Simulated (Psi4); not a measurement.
bismuth atom (Bi), quartet (core potentials on Bi); BHHLYP/def2-TZVP (Psi4).

Psi4 was given this input:
```
memory 2 GB

molecule {
0 4
  Bi    0.00000000    0.00000000    0.00000000
}

set basis def2-tzvp
set reference uks
set scf_type pk
set puream true
set d_convergence 1e-8
set dft_radial_points 99
set dft_spherical_points 590

energy('bhhlyp')
print_variables()
```

### Question
What does Psi4 print? Leave out banner, timings and long lists.

### Answer

```
   => Loading Basis Set <=

    Name: DEF2-TZVP
    Role: ORBITAL
    Keyword: BASIS

    !!!  WARNING: ECP capability is in beta. Please check occupations closely.  !!!

         ---------------------------------------------------------
                                   SCF
               by Justin Turney, Rob Parrish, Andy Simmonett
                          and Daniel G. A. Smith
                              UKS Reference
         ---------------------------------------------------------

  ==> Geometry <==

    Molecular point group: d2h
    Geometry (in Angstrom), charge = 0, multiplicity = 4:

       Center              X                  Y                   Z               Mass
    ------------   -----------------  -----------------  -----------------  -----------------
         BI           0.000000000000     0.000000000000     0.000000000000   208.980399100000

  Running in d2h symmetry.

  Rotational constants: A = ************  B = ************  C = ************ [cm^-1]
  Rotational constants: A = ************  B = ************  C = ************ [MHz]
  Nuclear repulsion =    0.000000000000000

  Charge       = 0
  Multiplicity = 4
  Electrons    = 23
  Nalpha       = 13
  Nbeta        = 10

  ==> Algorithm <==

  SCF Algorithm Type is PK.
  DIIS enabled.
  MOM disabled.
  Fractional occupation disabled.
  Guess Type is CORE.
  Energy threshold   = 1.00e-06
  Density threshold  = 1.00e-08
  Integral threshold = 1.00e-12

  ==> Primary Basis <==

  Basis Set: DEF2-TZVP
    Blend: DEF2-TZVP
    Number of shells: 16
    Number of basis functions: 50
    Number of Cartesian functions: 59
    Spherical Harmonics?: true
    Max angular momentum: 3

  Core potential: DEF2-TZVP
    Number of shells: 4
    Number of ECP primitives: 18
    Number of ECP core electrons: 60
    Max angular momentum: 3

  ==> DFT Potential <==

   => LibXC <=

    Version 7.1.2
    S. Lehtola, C. Steigemann, M. J. T. Oliveira, and M. A. L. Marques,  SoftwareX 7, 1–5 (2018) (10.1016/j.softx.2017.11.002)

   => Composite Functional: BHANDHLYP <=

    BHandHLYP Hyb-GGA Exchange-Correlation Functional

    A. D. Becke,  J. Chem. Phys. 98, 1372 (1993) (10.1063/1.464304)
    Defined through Gaussian implementation.

    Deriv               =              1
    GGA                 =           TRUE
    Meta                =          FALSE

    Exchange Hybrid     =           TRUE
    MP2 Hybrid          =          FALSE

   => Exchange Functionals <=

    0.5000         Becke 88

   => Exact (HF) Exchange <=

    0.5000               HF

   => Correlation Functionals <=

    1.0000   Lee, Yang & Parr

   => LibXC Density Thresholds  <==

    XC_HYB_GGA_XC_BHANDHLYP:  1.00E-15

   => Molecular Quadrature <=

    Radial Scheme          =       TREUTLER
    Pruning Scheme         =           NONE
    Nuclear Scheme         =       TREUTLER

    Blocking Scheme        =         OCTREE
    BS radius alpha        =              1
    Pruning alpha          =              1
    Radial Points          =             99
    Spherical Points       =            590
    Total Points           =          51330
    Total Blocks           =            487
    Max Points             =            256
    Max Functions          =             50
    Weights Tolerance      =       1.00E-15

  ==> Integral Setup <==

  Using in-core PK algorithm.
   Calculation information:
      Number of atoms:                   1
      Number of AO shells:              16
      Number of primitives:             29
      Number of atomic orbitals:        59
      Number of basis functions:        50

      Integral cutoff                 1.00e-12
      Number of threads:                 1

  Performing in-core PK
  Using 1626900 doubles for integral storage.
  We computed 9316 shell quartets total.
  Whereas there are 9316 unique shell quartets.

  ==> DiskJK: Disk-Based J/K Matrices <==

    J tasked:                  Yes
    K tasked:                  Yes
[...]
    Occupation by irrep:
             Ag   B1g   B2g   B3g    Au   B1u   B2u   B3u
    DOCC [     4,    1,    1,    1,    0,    1,    1,    1 ]
    SOCC [     0,    0,    0,    0,    0,    1,    1,    1 ]
    NA   [     4,    1,    1,    1,    0,    2,    2,    2 ]
    NB   [     4,    1,    1,    1,    0,    1,    1,    1 ]

   @UKS iter   2:  -184.37885095734592    1.47929e+01   3.61635e-01 ADIIS
   @UKS iter   3:  -214.46972997645736   -3.00909e+01   1.40992e-02 DIIS/ADIIS
   @UKS iter   4:  -214.50039167518514   -3.06617e-02   3.08660e-03 DIIS/ADIIS
   @UKS iter   5:  -214.50204947729196   -1.65780e-03   2.27503e-04 DIIS/ADIIS
   @UKS iter   6:  -214.50206848207895   -1.90048e-05   9.91848e-05 DIIS
   @UKS iter   7:  -214.50207022403669   -1.74196e-06   6.11226e-06 DIIS
   @UKS iter   8:  -214.50207024008571   -1.60490e-08   8.00558e-07 DIIS
   @UKS iter   9:  -214.50207024036254   -2.76827e-10   1.06530e-07 DIIS
   @UKS iter  10:  -214.50207024037189   -9.35074e-12   7.60020e-09 DIIS
  Energy and wave function converged.

  ==> Post-Iterations <==

   Electrons on quadrature grid:
      Nalpha   =   13.0000000000 ; deviation = 4.441e-14
      Nbeta    =   10.0000000000 ; deviation = -7.105e-15
      Ntotal   =   23.0000000000 ; deviation = 3.730e-14

   @Spin Contamination Metric:   1.800406649E-03
   @S^2 Expected:                3.750000000E+00
   @S^2 Observed:                3.751800407E+00
   @S   Expected:                1.500000000E+00
   @S   Observed:                1.500000000E+00

    Orbital Energies [Eh]
    ---------------------

    Alpha Occupied:

[...]
       2B3u   -0.254201

    Alpha Virtual:

[...]
      12Ag   118.556901

    Beta Occupied:

[...]
       4Ag    -0.556881

    Beta Virtual:

[...]
      12Ag   118.468343

    Final Occupation by Irrep:
             Ag   B1g   B2g   B3g    Au   B1u   B2u   B3u
    DOCC [     4,    1,    1,    1,    0,    1,    1,    1 ]
    SOCC [     0,    0,    0,    0,    0,    1,    1,    1 ]
    NA   [     4,    1,    1,    1,    0,    2,    2,    2 ]
    NB   [     4,    1,    1,    1,    0,    1,    1,    1 ]

  @UKS Final Energy:  -214.50207024037189

   => Energetics <=

    Nuclear Repulsion Energy =              0.0000000000000000
    One-Electron Energy =                -373.0984302938227302
    Two-Electron Energy =                 167.5759121748695293
    DFT Exchange-Correlation Energy =      -8.9795521214186795
    Empirical Dispersion Energy =           0.0000000000000000
    VV10 Nonlocal Energy =                  0.0000000000000000
    Total Energy =                       -214.5020702403718929

  UHF NO Occupations:
  HONO-2 :    2B2u 1.0000000
  HONO-1 :    2B1u 1.0000000
  HONO-0 :    2B3u 1.0000000
  LUNO+0 :    5 Ag 0.0002537
  LUNO+1 :    2B3g 0.0001292
  LUNO+2 :    6 Ag 0.0001292
  LUNO+3 :    2B1g 0.0001292

Computation Completed

Properties will be evaluated at   0.000000,   0.000000,   0.000000 [a0]

Properties computed using the SCF density matrix

 Multipole Moments:

 ------------------------------------------------------------------------------------
     Multipole            Electronic (a.u.)      Nuclear  (a.u.)        Total (a.u.)
 ------------------------------------------------------------------------------------

 L = 1.  Multiply by 2.5417464519 to convert [e a0] to [Debye]
 Dipole X            :          0.0000000            0.0000000            0.0000000
 Dipole Y            :          0.0000000            0.0000000            0.0000000
 Dipole Z            :          0.0000000            0.0000000            0.0000000
 Magnitude           :                                                    0.0000000

 ------------------------------------------------------------------------------------

  Variable Map:
  ----------------------------------------------------------------------------
[...]
  Array Variable Map:
  ----------------------------------------------------------------------------
[...]
[...]
```
